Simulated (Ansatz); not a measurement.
Two structures of ZnAsNH6O, closed shell, reached by relaxing down either side of one saddle point (PBE0-D4/def2-TZVP). Energies are electronic, without zero-point energy. Ansatz 0.2.0; basis: def2-TZVPP and def2-QZVPP; cores frozen in the correlated methods. The 3s and 3p shells of Cu and Zn are frozen; filled d shells are correlated. The def2 sets are not built for correlating such inner shells, so the correlated values are less sure here. Extrapolation: Hartree–Fock as exp(−7.88 √X), correlation as X^−2.97. First:

```xyz
10
angstrom
Zn -0.1161 -1.0940 -0.2407
N 1.6165 -1.6749 -0.2825
O -1.8950 -0.8350 -0.1047
H 0.8747 2.7521 0.6382
As -0.1446 1.6509 0.4200
H 1.7917 -2.5755 -0.7061
H 2.2857 -1.0210 -0.6652
H -2.4506 -1.5882 -0.3091
H -1.0603 2.4782 -0.4511
H -0.9021 1.9074 1.7013
```

Second:

```xyz
10
angstrom
Zn -0.6579 0.0543 0.0426
N 1.3515 -0.9119 -0.3252
O -1.8394 -1.2750 -0.3368
H 2.0804 -0.2336 -0.1339
As -0.1337 2.2896 0.7308
H 1.5067 -1.7146 0.2746
H 1.4579 -1.2227 -1.2844
H -1.4607 -2.1097 -0.6135
H -1.1608 2.8848 -0.2236
H -1.1440 2.2388 1.8694
```

(1) Which bonds change from the first to the second?

(2) Give the saddle point's structure and its height above each. (Judge from chemistry; the value comes from the calculation.)

No T1 diagnostic of these runs exceeds 0.015. The end structure is not quite a true minimum (one mode of 59i cm⁻¹).

Answers

(1) ZnNH₃O ([NH2][Zn][OH]) + AsH₃ → ZnAsH₃O ([OH][Zn][AsH2]) + NH₃ (still joined by a long Zn–N bond); bonds formed: N2–H4; dative contacts that become bonds: Zn1–As5; bonds broken: H4–As5; bonds weakened to dative contacts: Zn1–N2.

(2) The calculation gives: 0.992 eV above the first and 1.939 eV above the second (CCSD(T) at an estimated basis limit (MP2 extrapolated from triple and quadruple zeta, plus CCSD(T) − MP2 in triple zeta)).
| atom | x (Å) | y (Å) | z (Å) |
| --- | --- | --- | --- |
| Zn1 | -0.6514 | -0.8033 | -0.2313 |
| N2 | 1.2875 | -0.6686 | -0.2447 |
| O3 | -2.2309 | -1.6284 | -0.4415 |
| H4 | 1.0976 | 0.7511 | 0.2067 |
| As5 | -0.2866 | 1.6936 | 0.5361 |
| H6 | 1.7826 | -1.2735 | 0.4024 |
| H7 | 1.7366 | -0.7817 | -1.1476 |
| H8 | -2.1585 | -2.5408 | -0.7281 |
| H9 | -0.3156 | 2.9637 | -0.2705 |
| H10 | -0.2613 | 2.2879 | 1.9186 |

Labels in which every atom is bracketed show which atoms are joined, not bond orders.

For scale, one of the runs: CCSD(T)/def2-TZVPP, 258 basis functions, launched by `ansatz run in.yaml --threads 8 --pin off --events-out ev --progress --plain --max-ram 19148MiB`. Hardware: 8 CPU threads of an Arm Neoverse V2, shared host. Wall time 3.4 min; peak host memory 6.1 GiB.
